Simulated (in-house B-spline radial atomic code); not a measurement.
A run on Rh⁻ that did not converge. Method: scalar-relativistic (X2C) HSE06, spin-polarised, spherical fractional occupations, exact exchange averaged over the configuration, Fermi nucleus of rms radius 4.4945 fm; computed with an all-electron radial atomic-structure program (B-spline basis).

Command:
```bash
python run_scf.py task.json out
```
Settings (nuclear radius in fm, mass in u):
```
Z                45
configuration    [Kr] 4d8 5s2
hamiltonian      x2c
method           hse06
spin_polarised   True
nucleus          fermi
rms_radius       4.4945
atomic_mass      102.90549
speed_of_light   137.035999084
exact_exchange   averaged over the configuration
```

First and last ten iterations of the last attempt (damped for 15 steps, keeping 80 % of the old Fock matrix, then DIIS):
```
 iter        energy (Eh)    residual
    1       -4780.613525    4.55e-01
    2       -4779.563104    2.65e-01
    3       -4781.664499    1.65e-01
    4       -4782.661667    9.39e-02
    5       -4783.087057    5.11e-02
    6       -4783.244627    2.54e-02
    7       -4783.294163    1.40e-02
    8       -4783.307661    8.39e-03
    9       -4783.311194    5.24e-03
   10       -4783.284160    9.39e-03
  111       -4783.295102    1.24e-02
  112       -4783.267800    3.49e-02
  113       -4774.916425    1.48e-01
  114       -4774.988490    1.61e-01
  115       -4783.306996    6.92e-03
  116       -4783.311756    2.88e-03
  117       -4783.312846    1.06e-03
  118       -4783.312916    6.05e-04
  119       -4783.269430    1.26e-02
  120       -4783.294742    8.31e-03
 not converged after 120 iterations
```

The smallest residual met was 1.6e-04; the threshold is about 4e-07. No energy from this run should be used. Run time, properties included: 10 s on 1 thread of Intel(R) Xeon(R) 6975P-C, with other jobs on the host.
